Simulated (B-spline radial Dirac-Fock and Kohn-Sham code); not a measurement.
Subshell cross sections of I⁻, photon energy 4530 eV

System: I⁻ in the configuration [Kr] 4d10 5s2 5p6, inside a Watson sphere of charge +1 and radius 2.64 Å (a model of the Madelung potential; inside it an electron's potential energy is lowered by 5.5 eV).

Calculated with a radial B-spline solver, using the independent-particle Dirac-Slater model, thresholds from Dirac-Fock. The asymmetry parameter β is from the dipole term alone. Kinetic energies are from the vacuum level.

| subshell | electrons | binding (eV) | kinetic (eV) | σ (kb) | β |
| --- | --- | --- | --- | --- | --- |
| 3s | 2 | 1080.4 | 3449.6 | 7.67 | 1.99 |
| 3p1/2 | 2 | 939.1 | 3590.9 | 8.37 | 1.55 |
| 3p3/2 | 4 | 882.4 | 3647.6 | ? | ? |
| 3d3/2 | 4 | 635.9 | 3894.1 | 5.98 | 1.11 |
| 3d5/2 | 6 | 624.4 | 3905.6 | 8.37 | 1.05 |
| 4s | 2 | 200.9 | 4329.1 | 1.72 | 1.99 |
| 4p1/2 | 2 | 149.8 | 4380.2 | 1.61 | 1.56 |
| 4p3/2 | 4 | 138.8 | 4391.2 | 2.92 | 1.61 |
| 4d3/2 | 4 | 55.04 | 4475.0 | 0.902 | 1.08 |
| 4d5/2 | 6 | 53.34 | 4476.7 | 1.26 | 1.03 |
| 5s | 2 | 20.51 | 4509.5 | 0.233 | 1.99 |
| 5p1/2 | 2 | 8.46 | 4521.5 | 0.149 | 1.56 |
| 5p3/2 | 4 | 7.51 | 4522.5 | 0.254 | 1.62 |

Q: What are σ and β for 3p3/2?

A: σ = 15.3 kb, the largest of all subshells and 28 % of the total, and β = 1.61.
